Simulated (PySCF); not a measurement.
HO2, SMILES O[O], multiplicity 2.

Geometry optimised at B3LYP-D3(BJ)/def2-TZVPD. The isomer is the one that the SMILES or the coordinates give; other isomers of the formula were not compared.

Computed with B3LYP-D3(BJ)/def2-TZVPD (PySCF).

Frequencies are harmonic and unscaled.

```tsv
mode	ν (cm⁻¹)	IR (km/mol)	moving atoms (share of kinetic energy)
1	1162	26.5	O 98 %
2	1431	39.4	H 87 %, O 13 %
3	3574	23.5	H 94 %
```
